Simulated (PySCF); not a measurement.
Polarisability and C₆ of Tl³⁺ (thallium, charge +3)

[Xe] 4f14 5d10, closed-shell 1S. All numbers are calculated (PySCF 2.14, a scalar-relativistic core potential, in aug-cc-pVQZ-PP with one added diffuse shell each of s, p, d, f, g type with ECP60MDF (8s8p6d4f3g, 117 functions)). Coupled (time-dependent) response in atomic units; α is the mean over directions.

| method | mean α (bohr³) | C₆ (like pair) | S(−4) |
| --- | --- | --- | --- |
| revPBE | 5.282 | 28.81 | 4.207 |

S(−4) is the Cauchy moment in α(ω) = α(0) + S(−4) ω² + …

α(iu) at revPBE:

```json
{"u (hartree)": "0", "α(iu) (bohr³)": "5.282"}
{"u (hartree)": "0.0500", "α(iu) (bohr³)": "5.272"}
{"u (hartree)": "0.100", "α(iu) (bohr³)": "5.241"}
{"u (hartree)": "0.200", "α(iu) (bohr³)": "5.122"}
{"u (hartree)": "0.300", "α(iu) (bohr³)": "4.943"}
{"u (hartree)": "0.500", "α(iu) (bohr³)": "4.484"}
{"u (hartree)": "0.750", "α(iu) (bohr³)": "3.871"}
{"u (hartree)": "1.00", "α(iu) (bohr³)": "3.316"}
{"u (hartree)": "1.50", "α(iu) (bohr³)": "2.446"}
{"u (hartree)": "2.00", "α(iu) (bohr³)": "1.837"}
{"u (hartree)": "3.00", "α(iu) (bohr³)": "1.105"}
{"u (hartree)": "5.00", "α(iu) (bohr³)": "0.4991"}
```

A single London oscillator, α(iu) = α/(1 + u²/ω²), gives C₆ = (3/4) ω α². Matching the computed C₆ needs ω = 4 × 28.81 / (3 × 5.282²) = 1.38 hartree.

For an ion, C₆ is the dispersion term alone; charge-induced terms of lower order in 1/R come first.

Energies and moments cover only the electrons outside the core potential. Spin-orbit coupling, which splits the p, d and f shells strongly at this Z, is absent.
